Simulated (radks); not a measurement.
The numbers below are computed, except where a source is named.
Problem. Ionisation of the calcium ion Ca+, [Ar] 4s1, to Ca2+, [Ar], under several functionals. Scalar-relativistic Kohn-Sham, spin-unpolarised, spherical densities, point nucleus; a radial shooting solver on a logarithmic mesh with Libxc functionals. The NIST Atomic Spectra Database gives 11.872 eV (measured). Rank these functionals by the error of their Delta-SCF ionisation energy: exchange-only LDA; OLYP; LDA (Slater exchange, Perdew-Zunger correlation).

Solution. From best to worst: OLYP 11.805 eV (-0.067); LDA (Slater exchange, Perdew-Zunger correlation) 11.950 eV (+0.078); exchange-only LDA 11.082 eV (-0.790). Spin polarisation and multiplet splitting are left out, so open shells lie too high by an amount that depends on their filling.

Beside tabulated values, note that spin-unpolarised runs miss the spin-polarisation part of the exchange energy of open shells.
